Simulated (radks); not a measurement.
The numbers below are computed, except where a source is named.
Problem. N+, 6 electrons, occupied as [He] 2s2 2p2. Code: a radial shooting solver on a logarithmic mesh with Libxc functionals. Model: scalar-relativistic Kohn-Sham, LDA (Slater exchange, Perdew-Wang correlation), spin-polarised, spherical densities, finite nucleus; open shells are filled with parallel spins first; Fermi nuclear charge, rms radius 2.5582 fm. Some entries of the table are withheld. Estimate them.

orbital,occ.,eigenvalue (eV),r(max) (bohr)
1s up,1,-398.5659,0.1492
1s down,1,-397.0861,0.1490
2s up,1,-33.5279,(1)
2s down,1,-29.9787,(2)
2p up,2,-22.1107,(3)
2p down,0,-18.5395,(4)

Solution. 
(1) 2s up r(max) (bohr): 0.9857
(2) 2s down r(max) (bohr): 1.003
(3) 2p up r(max) (bohr): 0.8998
(4) 2p down r(max) (bohr): 0.9337
